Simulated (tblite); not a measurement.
Record of a relaxation.

Compound: C5H6NO2 (doublet state).
Bonds: O1–C2 (double), C2–N3, N3–C4, C4–C5 (double), C5–C6, C6–O7, C6–C8, C4–C8. Hydrogens: H9 on C2; H10 on N3; H11 on C5; H12 on O7; H13, H14 on C8.
Bond orders are those of one Lewis drawing.

Computed with GFN2-xTB (tblite), gas phase: L-BFGS steps from a force-field or distance-geometry start until the largest atomic force falls under 0.01 eV/Å. 12 of its 96 geometries are shown.

Step 0: E = -670.8888 eV, largest atomic force 3.744 eV/Å
```
atom  x, y, z in Å  |  force x, y, z in eV/Å
O1      1.813    0.796   -1.185    1.043  -2.774   2.288
C2      2.253   -0.127   -0.447   -2.410   1.668  -0.891
N3      1.407   -0.825    0.463    0.391   1.708  -1.730
C4      0.019   -0.384    0.442    2.252  -1.116   0.673
C5     -0.837    0.114    1.329   -0.524  -0.259   1.141
C6     -1.929    0.186    0.326    0.824   3.050   0.267
O7     -2.332    1.503   -0.002    0.477  -1.079  -0.390
C8     -0.956   -0.381   -0.658   -0.670  -1.576  -1.981
H9      3.327   -0.362   -0.529   -0.459  -0.469   0.534
H10     1.733   -1.580    1.079   -0.236   0.769  -0.440
H11    -0.767    0.373    2.358   -0.099   0.034   0.403
H12    -1.728    1.766   -0.753   -1.149  -0.020   0.802
H13    -0.731    0.320   -1.468    0.082  -0.586  -0.311
H14    -1.272   -1.400   -0.977    0.479   0.650  -0.362
```

Step 9: E = -671.8962 eV, largest atomic force 0.701 eV/Å
```
atom  x, y, z in Å  |  force x, y, z in eV/Å
O1      1.830    0.789   -1.202    0.153  -0.561   0.392
C2      2.180   -0.102   -0.465    0.161  -0.195   0.077
N3      1.404   -0.809    0.405   -0.127  -0.069   0.049
C4      0.050   -0.538    0.477   -0.010   0.129  -0.125
C5     -0.783    0.135    1.357   -0.063  -0.315  -0.085
C6     -1.729    0.370    0.329    0.254   0.236  -0.154
O7     -2.420    1.490    0.048   -0.316   0.143   0.053
C8     -0.905   -0.392   -0.698    0.147   0.018  -0.007
H9      3.207   -0.500   -0.380    0.223   0.271  -0.296
H10     1.822   -1.462    1.065   -0.013   0.309  -0.153
H11    -0.766    0.319    2.420    0.001   0.003  -0.247
H12    -2.013    1.898   -0.734   -0.349  -0.041   0.043
H13    -0.602    0.153   -1.595    0.250   0.171   0.288
H14    -1.276   -1.352   -1.048   -0.311  -0.100   0.165
```

Step 17: E = -672.1905 eV, largest atomic force 0.494 eV/Å
```
atom  x, y, z in Å  |  force x, y, z in eV/Å
O1      1.861    0.687   -1.217    0.385  -0.309   0.001
C2      2.246   -0.178   -0.463   -0.183  -0.032   0.144
N3      1.430   -0.862    0.397   -0.116  -0.055   0.132
C4      0.054   -0.649    0.445    0.190   0.130   0.074
C5     -0.776    0.119    1.314    0.135   0.092   0.002
C6     -1.566    0.540    0.272    0.107  -0.269   0.082
O7     -2.531    1.453    0.129   -0.230   0.140   0.272
C8     -0.858   -0.341   -0.734    0.298  -0.038   0.013
H9      3.306   -0.524   -0.384   -0.376   0.174  -0.087
H10     1.852   -1.383    1.159   -0.041   0.083  -0.091
H11    -0.785    0.302    2.373    0.035  -0.015  -0.049
H12    -2.426    1.940   -0.697   -0.075  -0.156  -0.162
H13    -0.390    0.123   -1.593    0.005   0.124  -0.151
H14    -1.417   -1.230   -1.022   -0.134   0.130  -0.179
```

Step 26: E = -672.3517 eV, largest atomic force 0.570 eV/Å
```
atom  x, y, z in Å  |  force x, y, z in eV/Å
O1      1.963    0.430   -1.359    0.289  -0.044  -0.132
C2      2.291   -0.306   -0.458   -0.108   0.018  -0.132
N3      1.426   -0.875    0.424   -0.098   0.037  -0.066
C4      0.070   -0.579    0.407    0.126  -0.169  -0.029
C5     -0.732    0.167    1.306    0.144  -0.036   0.064
C6     -1.534    0.620    0.293    0.086  -0.154   0.228
O7     -2.585    1.437    0.257   -0.200   0.092   0.136
C8     -0.825   -0.177   -0.777    0.379  -0.243   0.106
H9      3.334   -0.611   -0.264    0.009  -0.011  -0.064
H10     1.836   -1.312    1.240   -0.260   0.004   0.074
H11    -0.701    0.319    2.370   -0.036   0.002  -0.116
H12    -2.817    1.560   -0.661   -0.320   0.208  -0.424
H13    -0.291    0.303   -1.597   -0.131   0.329   0.178
H14    -1.435   -0.980   -1.204    0.122  -0.033   0.177
```

Step 35: E = -672.4750 eV, largest atomic force 0.311 eV/Å
```
atom  x, y, z in Å  |  force x, y, z in eV/Å
O1      2.123    0.195   -1.512   -0.075  -0.036   0.042
C2      2.347   -0.418   -0.496   -0.113  -0.110  -0.090
N3      1.421   -0.860    0.406   -0.062   0.190   0.032
C4      0.096   -0.483    0.389    0.082   0.066  -0.091
C5     -0.719    0.203    1.317    0.063  -0.076  -0.086
C6     -1.570    0.627    0.318   -0.214  -0.012   0.175
O7     -2.674    1.385    0.255   -0.260   0.009   0.127
C8     -0.791   -0.060   -0.772    0.204  -0.062  -0.023
H9      3.355   -0.720   -0.194    0.274  -0.145   0.023
H10     1.756   -1.240    1.282    0.035   0.045  -0.003
H11    -0.640    0.327    2.383   -0.185   0.053  -0.146
H12    -3.089    1.313   -0.617    0.154   0.037   0.075
H13    -0.307    0.601   -1.489    0.012  -0.042  -0.065
H14    -1.307   -0.872   -1.291    0.084   0.083   0.030
```

Step 43: E = -672.6103 eV, largest atomic force 0.260 eV/Å
```
atom  x, y, z in Å  |  force x, y, z in eV/Å
O1      2.277   -0.158   -1.658   -0.110  -0.020  -0.019
C2      2.422   -0.615   -0.548   -0.067   0.096  -0.032
N3      1.463   -0.694    0.421   -0.004   0.015   0.030
C4      0.187   -0.214    0.358    0.025   0.082   0.102
C5     -0.742    0.242    1.306   -0.127   0.000   0.027
C6     -1.667    0.566    0.333    0.105   0.073   0.034
O7     -2.888    1.126    0.379   -0.062  -0.052  -0.128
C8     -0.742    0.132   -0.790    0.217  -0.140  -0.034
H9      3.381   -1.008   -0.178    0.078  -0.135  -0.019
H10     1.740   -1.071    1.316    0.042   0.078   0.133
H11    -0.759    0.348    2.375    0.083  -0.141  -0.036
H12    -3.278    1.169   -0.503    0.066   0.008   0.014
H13    -0.354    0.907   -1.445   -0.097   0.106  -0.041
H14    -1.040   -0.728   -1.387   -0.149   0.031  -0.030
```

Step 52: E = -672.6582 eV, largest atomic force 0.140 eV/Å
```
atom  x, y, z in Å  |  force x, y, z in eV/Å
O1      2.231   -0.281   -1.679   -0.034  -0.035  -0.044
C2      2.410   -0.682   -0.551   -0.038   0.027  -0.009
N3      1.500   -0.602    0.464   -0.047  -0.006  -0.099
C4      0.236   -0.100    0.362   -0.094  -0.021   0.101
C5     -0.743    0.236    1.309   -0.060   0.003  -0.003
C6     -1.669    0.556    0.337    0.053  -0.051  -0.014
O7     -2.942    0.989    0.358    0.018   0.013   0.050
C8     -0.712    0.208   -0.791    0.100  -0.002   0.008
H9      3.344   -1.163   -0.217    0.020  -0.004   0.004
H10     1.780   -0.919    1.385   -0.039   0.089  -0.042
H11    -0.757    0.247    2.382   -0.024  -0.004  -0.019
H12    -3.270    1.140   -0.535    0.060  -0.028  -0.035
H13    -0.419    1.026   -1.449    0.046  -0.038   0.058
H14    -0.991   -0.656   -1.397    0.037   0.057   0.045
```

Step 60: E = -672.6730 eV, largest atomic force 0.113 eV/Å
```
atom  x, y, z in Å  |  force x, y, z in eV/Å
O1      2.183   -0.366   -1.716   -0.057  -0.043  -0.002
C2      2.384   -0.712   -0.573   -0.025  -0.004   0.030
N3      1.498   -0.584    0.460   -0.007   0.088   0.013
C4      0.237   -0.082    0.380   -0.057  -0.093   0.030
C5     -0.757    0.215    1.323    0.000   0.084   0.018
C6     -1.667    0.559    0.345    0.049  -0.048  -0.007
O7     -2.947    0.967    0.345   -0.015   0.022   0.000
C8     -0.691    0.244   -0.774    0.040  -0.005  -0.049
H9      3.318   -1.188   -0.233    0.046   0.021  -0.014
H10     1.803   -0.805    1.399    0.074  -0.060  -0.015
H11    -0.781    0.207    2.396   -0.037  -0.016   0.002
H12    -3.253    1.082   -0.563   -0.008   0.013  -0.008
H13    -0.370    1.067   -1.408   -0.027   0.068   0.010
H14    -0.959   -0.604   -1.403    0.024  -0.027  -0.008
```

Step 69: E = -672.6872 eV, largest atomic force 0.078 eV/Å
```
atom  x, y, z in Å  |  force x, y, z in eV/Å
O1      2.073   -0.471   -1.743   -0.045  -0.020  -0.002
C2      2.348   -0.726   -0.591   -0.009   0.012   0.035
N3      1.519   -0.544    0.481   -0.035  -0.030  -0.002
C4      0.234   -0.105    0.416   -0.022  -0.002   0.001
C5     -0.779    0.200    1.340    0.016  -0.003   0.001
C6     -1.667    0.548    0.343    0.020  -0.065   0.000
O7     -2.939    0.977    0.313   -0.037  -0.004  -0.032
C8     -0.664    0.249   -0.753    0.017   0.042  -0.034
H9      3.318   -1.144   -0.276    0.037   0.018  -0.001
H10     1.874   -0.757    1.404   -0.016   0.003   0.004
H11    -0.843    0.174    2.410    0.022   0.005   0.028
H12    -3.231    1.070   -0.603    0.018   0.015   0.048
H13    -0.334    1.102   -1.341    0.026   0.043  -0.060
H14    -0.908   -0.574   -1.423    0.009  -0.014   0.014
```

Step 78: E = -672.6906 eV, largest atomic force 0.022 eV/Å
```
atom  x, y, z in Å  |  force x, y, z in eV/Å
O1      2.022   -0.522   -1.744    0.004  -0.013   0.011
C2      2.333   -0.735   -0.592   -0.008   0.002  -0.002
N3      1.519   -0.545    0.489    0.005   0.016  -0.014
C4      0.238   -0.096    0.422   -0.003   0.001   0.002
C5     -0.783    0.192    1.342    0.008  -0.003  -0.012
C6     -1.667    0.538    0.340    0.005  -0.011  -0.010
O7     -2.943    0.956    0.308   -0.012   0.005  -0.002
C8     -0.651    0.262   -0.753   -0.004   0.005  -0.007
H9      3.324   -1.114   -0.290    0.004   0.004   0.011
H10     1.882   -0.739    1.414   -0.004  -0.001  -0.002
H11    -0.851    0.160    2.411    0.006  -0.007   0.004
H12    -3.226    1.083   -0.605    0.013   0.002   0.009
H13    -0.323    1.121   -1.336    0.001  -0.001   0.007
H14    -0.876   -0.562   -1.428   -0.014   0.001   0.003
```

Step 86: E = -672.6910 eV, largest atomic force 0.016 eV/Å
```
atom  x, y, z in Å  |  force x, y, z in eV/Å
O1      2.021   -0.548   -1.745    0.010  -0.005   0.003
C2      2.334   -0.741   -0.591    0.001   0.000  -0.004
N3      1.521   -0.535    0.488    0.001  -0.008   0.001
C4      0.238   -0.092    0.418   -0.006  -0.009   0.003
C5     -0.781    0.190    1.340    0.001  -0.012  -0.006
C6     -1.667    0.538    0.340    0.002  -0.001  -0.002
O7     -2.946    0.949    0.311   -0.008   0.007  -0.005
C8     -0.651    0.269   -0.755   -0.006   0.008   0.001
H9      3.327   -1.110   -0.283    0.004   0.002  -0.001
H10     1.879   -0.729    1.414    0.008   0.008   0.002
H11    -0.847    0.150    2.409   -0.003   0.003   0.001
H12    -3.229    1.080   -0.602    0.010   0.003   0.007
H13    -0.322    1.131   -1.332   -0.015   0.001  -0.005
H14    -0.878   -0.552   -1.435    0.003   0.004   0.004
```

Step 95: E = -672.6913 eV, largest atomic force 0.008 eV/Å
```
atom  x, y, z in Å  |  force x, y, z in eV/Å
O1      2.026   -0.569   -1.747   -0.002   0.001  -0.004
C2      2.338   -0.744   -0.590    0.003   0.003   0.002
N3      1.521   -0.536    0.485    0.003   0.003   0.002
C4      0.236   -0.099    0.415   -0.001   0.002   0.000
C5     -0.783    0.183    1.338    0.003  -0.001  -0.002
C6     -1.668    0.536    0.341   -0.003  -0.006   0.000
O7     -2.946    0.953    0.314   -0.001   0.005  -0.006
C8     -0.655    0.269   -0.756   -0.005   0.000   0.002
H9      3.334   -1.097   -0.275    0.001  -0.004  -0.002
H10     1.883   -0.716    1.413   -0.005   0.004   0.002
H11    -0.848    0.141    2.408    0.001  -0.004  -0.002
H12    -3.225    1.092   -0.599   -0.001   0.003   0.007
H13    -0.329    1.134   -1.331    0.004  -0.004   0.000
H14    -0.885   -0.548   -1.438    0.003  -0.003   0.000
```

**Question.** Summarise the path.

**Answer.** The energy falls by 1.8025 eV from step 0 to step 95; nine tenths of that is first reached at step 37. It falls at every step. The largest force goes from 3.744 to 0.008 eV/Å. Among the bonds C5–C6 changes most, from 1.485 to 1.380 Å; the atoms move by 0.867 Å rms after alignment.

**Question.** Follow the three bonds and two angles with the largest change from start to end.

**Answer.** 
```
step  E above end (eV)  largest force (eV/Å)  C5–C6 (Å)  N3–C4 (Å)  C4=C5 (Å)  C5–C6–O7 (°)  O7–C6–C8 (°)
   0            1.8025                 3.744      1.485      1.456      1.330         114.3         112.7
   4            1.0313                 1.038      1.443      1.393      1.368         126.2         118.3
   8            0.8365                 0.581      1.420      1.378      1.383         129.6         122.1
  12            0.6333                 0.823      1.397      1.383      1.397         131.7         131.5
  17            0.5008                 0.494      1.374      1.393      1.426         134.9         131.7
  21            0.4420                 0.317      1.370      1.382      1.423         133.6         133.0
  25            0.3611                 0.646      1.367      1.383      1.420         132.5         132.7
  29            0.2890                 0.314      1.372      1.386      1.417         134.6         132.2
  33            0.2331                 0.270      1.378      1.375      1.411         137.1         129.5
  37            0.1715                 0.418      1.382      1.377      1.412         132.8         133.6
  41            0.1038                 0.350      1.379      1.366      1.405         133.9         133.8
  45            0.0668                 0.181      1.379      1.362      1.406         132.0         135.0
  50            0.0390                 0.209      1.380      1.365      1.400         134.0         133.5
  54            0.0292                 0.107      1.379      1.362      1.403         134.4         132.7
  58            0.0221                 0.116      1.381      1.360      1.402         134.8         132.6
  62            0.0146                 0.110      1.378      1.359      1.403         134.6         132.4
  66            0.0077                 0.133      1.380      1.360      1.404         134.6         132.6
  70            0.0035                 0.056      1.380      1.360      1.404         135.0         132.2
  74            0.0016                 0.053      1.381      1.360      1.404         135.0         132.2
  78            0.0007                 0.022      1.380      1.360      1.403         134.7         132.5
  83            0.0005                 0.024      1.380      1.359      1.403         134.7         132.5
  87            0.0003                 0.018      1.380      1.359      1.403         134.7         132.5
  91            0.0001                 0.021      1.380      1.359      1.403         134.8         132.5
  95            0.0000                 0.008      1.380      1.359      1.403         134.7         132.5
```

The cost below is that of the whole relaxation. The run took 0.44 s wall on one thread of an Arm Neoverse V2, shared host.
